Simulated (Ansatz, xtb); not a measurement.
## C4H7GaO: where a starting geometry ends

The starting geometry of this gas-phase singlet was built from a drawn formula by distance geometry; its bonds are those of `C#C[CH2][GaH][CH2]O`.

```yaml
atoms:
  - { symbol: C, position_ang: [-1.9632, 2.1827, 1.0825] }
  - { symbol: C, position_ang: [-1.2243, 1.2770, 1.3631] }
  - { symbol: C, position_ang: [-0.3648, 0.1133, 1.7170] }
  - { symbol: C, position_ang: [-0.5338, -1.9217, -1.0132] }
  - { symbol: Ga, position_ang: [-1.1851, -1.6810, 0.9889] }
  - { symbol: O, position_ang: [-1.7007, -1.8802, -1.8132] }
  - { symbol: H, position_ang: [-2.5743, 3.0176, 0.8830] }
  - { symbol: H, position_ang: [0.5211, 0.2250, 1.1070] }
  - { symbol: H, position_ang: [-0.1727, 0.0688, 2.7679] }
  - { symbol: H, position_ang: [-2.6731, -2.2733, 1.1307] }
  - { symbol: H, position_ang: [-0.1228, -2.9390, -0.9717] }
  - { symbol: H, position_ang: [0.2055, -1.1614, -1.2668] }
  - { symbol: H, position_ang: [-2.2634, -1.1062, -1.5451] }
```

Task: Where would you expect an optimisation with r2SCAN-D4/def2-SVP to take it?

Result: It rearranges, giving a structure given below by its coordinates. Distances that change by over a tenth: C2–C3 (1.49 → 1.32 Å). Contacts that open: C3–Ga5 (2.10 → 3.92 Å). Contacts that close: C1–Ga5 (3.94 → 1.96 Å).

The energy falls by 1.24 eV over 59 steps:

| step | E − E(last) (eV) |
| --- | --- |
| 1 | 1.239 |
| 7 | 0.432 |
| 14 | 0.378 |
| 20 | 0.335 |
| 27 | 0.314 |
| 33 | 0.272 |
| 40 | 0.204 |
| 46 | 0.111 |
| 53 | 0.003 |
| 59 | 0.000 |

Final geometry (Å):

```xyz
13

C    -2.2114    0.2746    1.3365
C    -1.0051    0.7886    1.2984
C     0.2282    1.2418    1.2091
C    -1.0311   -1.9954   -0.7937
Ga   -2.5385   -1.3976    0.3581
O    -0.3319   -0.9045   -1.3752
H    -2.9793    0.7645    1.9519
H     0.5013    1.9881    0.4537
H     1.0038    0.9210    1.9135
H    -3.9168   -2.1126    0.5825
H    -1.4259   -2.6046   -1.6247
H    -0.3589   -2.6798   -0.2292
H     0.0140   -0.3624   -0.6508
```

From the same start GFN2-xTB ends elsewhere, differing in C1–Ga5 (3.77 against 1.96 Å here), C3–Ga5 (2.06 against 3.92 Å here), Ga5–O6 (2.15 against 2.85 Å here).

The end wasn't checked by frequencies. Run with Ansatz 0.2.0, 8.1 min on 2 threads of AMD EPYC (Zen 3), with other jobs on the host.
